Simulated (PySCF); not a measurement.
Job for PySCF: R-M06-2X/6-31G* on H2S (SMILES S).

```python
from pyscf import gto, scf, dft, mp
from pyscf.data.elements import chemcore

mol = gto.M(
    atom='''
    S     0.28024048    0.42925342    3.03908442
    H    -0.85092777   -0.29504506    3.01625194
    H     1.05025813   -0.66216705    3.18243003
    ''',
    basis='6-31g*',
    cart=True,
    charge=0, spin=0, verbose=3, max_memory=1800)
mf = dft.RKS(mol, xc='m062x')
mf.conv_tol = 1e-8
mf.max_cycle = 100
mf.kernel()
if not mf.converged:
    mf = mf.newton().run(mf.mo_coeff, mf.mo_occ)
```

It printed:

```
converged SCF energy = -399.336552095403
```

Self-consistency was reached.

Cost: around 0.5 core-seconds (rough).
